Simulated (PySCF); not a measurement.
Sn(OH)3(NH2) (H₅NO₃Sn), SMILES [OH][Sn]([OH])([OH])[NH2]. Geometry optimised at B3LYP-D3(BJ)/def2-SVP. The structure was generated by enumeration; whether it is a known compound was not checked. The def2 effective core potentials stand for the cores of Sn; spin–orbit coupling is left out. The values are those of a single conformer.

Computed equilibrium geometry at B3LYP-D3(BJ)/def2-SVP (PySCF confirms it by a frequency run) as a Z-matrix (one conformer of several):
```
Sn
O 1 1.9834
H 2 0.9678 1 111.78
O 1 1.9853 2 111.74 3 -54.84
H 4 0.9692 1 109.77 2 119.02
O 1 1.9874 2 111.48 3 58.35
H 6 0.9682 1 111.07 2 83.15
N 1 2.0306 2 104.16 3 -179.73
H 8 1.0211 1 111.37 2 136.71
H 8 1.0216 9 107.65 1 120.99
```
